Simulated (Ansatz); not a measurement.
## Ligand exchange: C2H5BrSn + BBrCl2 → C2H5ClSn + BBr2Cl

Species: C2H5BrSn `C[CH2][Sn][Br]`, singlet; BBrCl2 (bromodichloroborane) `ClB(Cl)Br`, singlet; C2H5ClSn `C[CH2][Sn][Cl]`, singlet; BBr2Cl (dibromo(chloro)borane) `ClB(Br)Br`, singlet. The partners trade Br for Cl: Sn–Br and B–Cl bonds give way to Sn–Cl and B–Br.

Shapes, held fixed at every level: PBE0-D4/def2-TZVP. Flexible molecules stand in one conformer, not always the lowest. Programs: Ansatz 0.2.0. The zero-point and thermal change to 298 K, harmonic and unscaled (PBE0-D4/def2-TZVP), is -0.6 kJ/mol.

```csv
level,kind,ΔH(298 K) (kJ/mol),less CCSD(T)/def2-TZVPP,CPU time (sum over the molecules)
PBE-D4/def2-TZVPP,GGA,+24.4,+1.4,37 s
B3LYP-D4/def2-TZVPP,global hybrid,+25.4,+2.4,72 s
BHLYP-D4/def2-TZVPP,global hybrid,+27.4,+4.4,52 s
PBE0-D4/def2-TZVPP,global hybrid,+26.0,+3.0,49 s
MP2/def2-TZVPP,perturbation theory,+22.4,-0.6,–
CCSD/def2-TZVPP,coupled cluster or CI,+23.6,+0.6,–
CCSD(T)/def2-TZVPP,coupled cluster or CI,+23.0,0.0,35 min
```

The highest level, CCSD(T)/def2-TZVPP, gives ΔH(298 K) = +23.0 kJ/mol; the levels span +22.4 to +27.4. The column of differences is taken from that level and isn't an error. No measured value is set beside it here. For atoms past krypton def2 sets carry core potentials with scalar relativity. Relativity is left out for Br. Outer-core shells of Br, Sn are correlated, in sets that cover them unevenly. Times are processor times on shared x86 and Arm servers, and rough.
